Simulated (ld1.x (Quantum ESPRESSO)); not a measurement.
## mercury: TM pseudisation with PBEsol, fully relativistic reference atom.

```
Element                 : mercury
Generator               : ld1.x (Quantum ESPRESSO) 7.5
Type                    : norm-conserving Troullier–Martins (Kleinman–Bylander form)
Functional              : PBEsol
Relativity              : fully relativistic
Frozen core             : [Kr] 4d10 4f14
Valence charge          : 20
Reference configuration : 5s2 5p6 5d10 6s2 6p0
Partial waves           : 5p (bound): rc 1.45 bohr; 5d (bound): rc 2.15 bohr; 5s (bound): rc 1.45 bohr
Local potential         : the s channel
Core correction         : none
```

Open shells are filled in proportion to 2j + 1 (rel_dist='average').

Occupied shells without a wave of their own: 6s. They enter only through the test configuration that unscreens the potential.

Poles of the logarithmic derivatives, all-electron (AE) and pseudo (PS). s: poles at -8.6, 2.4 (AE) and 0.9 (PS) Ry. p1/2: poles at -5.8, 3.9 (AE) and -5.9, 2.7 (PS) Ry. p3/2: poles at -4.4, 4.8 (AE) and -4.5, 4.3 (PS) Ry. d3/2: poles at -0.4 (AE) and -0.4 (PS) Ry. d5/2: poles at -0.2 (AE) and -0.2 (PS) Ry. Test radius 2.34 bohr.

* Largest excitation error: -16602 meV (all-electron minus pseudo) for 5s2 5p6 5d8 6s0 6p0, out of 7 test configurations

A Bessel basis up to 400 Ry misses an occupied level by 0.04 Ry, so cutoffs and ghosts were not judged. The potential misses its own reference levels by up to 3.5 eV, so it is not fit for use.
